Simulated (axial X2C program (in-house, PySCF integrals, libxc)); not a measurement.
CsP: cheaper levels and CCSD(T), two-component

Computed with an axial X2C code built on PySCF integrals. Two-component (2c) means X2C with spin–orbit coupling and atomic mean-field two-electron Coulomb and Gaunt terms. Basis: Cs dyall-cv3z [15s15p9d4f1g], P dyall-v3z [8s7p2d1f] (cores contracted in-house); Gaussian nuclei, density fitting, unrestricted open shells. Masses: Cs 132.905 u, P 30.974 u.

State: Ω = 1 (⟨Sz⟩ = 1.00, ⟨Lz⟩ = 0.00 at HF); fragments Cs + P.

| level | Re (Å) | ωe (cm⁻¹) | De (eV) |
| --- | --- | --- | --- |
| PBE0 | 3.269 | 167.5 | 1.43 |
| HF | 3.402 | 158.2 | 0.364 |
| CCSD | 3.315 | 167.2 | 1.06 |
| BHandHLYP | 3.313 | 165.3 | 1.30 |
| B97-3 | 3.302 | 162.7 | 1.57 |
| r2SCAN | 3.292 | 163.4 | 1.45 |

Correlated methods: 14 electrons correlated (number of frozen shells: Cs 4 s, 3 p, 2 d; P 2 s, 1 p), 266 virtual spin orbitals or spinors in MP2, 132 natural virtuals in coupled cluster.

CCSD(T), same Hamiltonian and basis:

Re = 3.309 Å, ωe = 167.2 cm⁻¹, De = 1.11 eV; T1 = 0.012 (Lee–Taylor normalisation).

Problem. Give the differences from CCSD(T) in the columns below.

Solution. 

```
    level  ΔRe (Å)  Δωe (cm⁻¹)  ΔDe (eV)
     PBE0   -0.040         0.3      0.32
       HF    0.093        -9.0     -0.75
     CCSD    0.006         0.0     -0.05
BHandHLYP    0.004        -1.9      0.19
    B97-3   -0.007        -4.5      0.46
   r2SCAN   -0.017        -3.8      0.34
```

The state is a single determinant with fixed occupations, the lowest that a limited PBE0 search found. Dissociation energies refer to the lowest single-determinant-based atoms at the same level and basis. Density functionals use the spin component along the axis (collinear). CCSD and (T) use frozen natural virtuals with an MP2 correction for the truncation; (T) itself is uncorrected, so its De runs slightly low. PBE0 can misorder states that lie within some tenths of an eV, so this need not be the ground state of the molecule. The nearest other 2c determinant of the search, Ω = 2, lies 0.31 eV up at the distance of the search. With several unpaired electrons one determinant need not be a pure state. Open-shell Ω = 0 determinants with evenly filled partner blocks cannot be reached by this program, so the Ω shown need not be the lowest component. This is the Ω = 1 component of a π² triplet; the 0⁺ component is not one determinant and can lie lowest. The stretched end of a curve changes character and is left out.
